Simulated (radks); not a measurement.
Valence configurations of Co II (all share [Ar]). Calculated with a radial shooting solver on a logarithmic mesh with Libxc functionals: non-relativistic Kohn-Sham, r2SCAN, spin-polarised, spherical densities, point nucleus; open shells are filled with parallel spins first; meta-GGA in the generalised Kohn-Sham scheme. Energies are relative to 3d8; eigenvalues in eV for spin up.

valence      E (eV)  moment (Bohr magnetons)    e(3d)    e(4p)    e(4s)
3d8           0.000                        2  -13.282        -        -
3d7 4p1       6.215                        4  -20.337   -8.596        -
3d7 4s1       0.658                        4  -18.894        -  -13.580
3d7.5 4p0.5   2.771                        3  -16.706   -7.349        -
3d7.5 4s0.5   0.225                        3  -15.979        -  -12.113
3d6 4p2      15.560                        6  -28.193  -10.830        -
3d6 4s2       5.504                        4  -25.694        -  -14.953
3d6 4s1 4p1   9.229                        6  -26.846  -10.212  -16.595
3d6.5 4s1.5   2.873                        4  -22.206        -  -14.290

NIST lists [Ar] 3d8 as the ground configuration; this level of theory agrees among the configurations tried. The energies are those of spherical high-spin densities, not of single terms.
